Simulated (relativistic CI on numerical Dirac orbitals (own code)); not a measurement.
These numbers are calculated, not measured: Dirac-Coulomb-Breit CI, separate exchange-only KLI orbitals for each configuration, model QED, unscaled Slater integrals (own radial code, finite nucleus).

The strongest absorption lines from the ground level of an ion, among the configurations computed and to levels below about 262 eV (vacuum wavelength in nm, gf): 4.8023 (0.46), 4.8026 (0.39), 7.6885 (1.2), 7.9598 (0.5), 8.0007 (0.47), 8.1904 (1.1), 8.3161 (0.58), 8.3826 (2).

(1) Which ion is it?
A. Zr17+
B. Sr13+
C. Zr15+
D. Zr13+

Answers

(1) C. Zr15+ has 25 electrons and the ground level 3s2 3p6 3d7 4F_9/2; the strongest line goes to 3s2 3p5 3d8 4F°_9/2. The pattern of lines fixes the number of electrons, and along that sequence the line energies rise steadily with the charge (about as its square where n changes within one kind of shell, about linearly where n is kept but much faster in heavy ions where fine structure, which grows about as Z⁴, sets the gap, and irregularly where shells cross), which fixes Z. Configurations outside the model, such as inner-shell arrays, can give stronger lines. At this charge energies of transitions that change n are usually good to better than 1 %, and those within a shell (Δn = 0) to a few per cent. Terms inside the open d or f shell come out 10 to 20 % too wide with unscaled integrals.

LS names give the leading component of a level, which can be under half, so a name can repeat, a term be missing and a line seem to break the LS rules.
